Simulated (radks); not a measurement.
Values are calculated unless marked as measured or tabulated.
Task: All-electron atom: the osmium ion Os16+ in [Kr] 4d10 4f12 5s2 (the NIST ground configuration). Level of theory: non-relativistic Kohn-Sham, PBE, spin-polarised, spherical densities, point nucleus; open shells are filled with parallel spins first (spin-orbit coupling, left out, can overturn this in heavy ions); relativity is left out, which matters for an element this heavy (a radial shooting solver on a logarithmic mesh with Libxc functionals). Some entries of the table are withheld. Estimate them.

orbital  occ.  eigenvalue (hartree)  <r^2> (bohr^2)  <r> (bohr)
1s down     1             -2490.292       0.0005306     0.01993
1s up       1             -2490.292       0.0005306     0.01993
2s up       1             -422.9043        0.008284     0.08408
2s down     1             -422.9011        0.008284     0.08408
2p up       3             -406.4190        0.006120     0.07109
2p down     3             -406.4173        0.006119     0.07109
3s up       1             -107.6090         0.05163      0.2129
3s down     1             -107.5394         0.05160      0.2128
3p up       3             -99.91468         0.04765      0.2031
3p down     3             -99.85182         0.04762      0.2030
3d up       5             -85.56906         0.03691      0.1778
3d down     5             -85.52455         0.03688      0.1777
4s up       1             -32.03980          0.2460      0.4676
4s down     1             -31.95005          0.2462      0.4678
4p up       3             -28.76355          0.2524      0.4720
4p down     3             -28.67419          0.2527      0.4723
4d up       5             -22.76626          0.2649      0.4799
4d down     5             -22.67664          0.2654      0.4804
4f up       7                   (1)          0.2903      0.4955
4f down     5                   (2)          0.2920      0.4967
5s up       1             -13.48776           1.012      0.9544
5s down     1             -13.45194           1.016      0.9562

Result: 
(1) 4f up eigenvalue (hartree): -14.79632
(2) 4f down eigenvalue (hartree): -14.70280
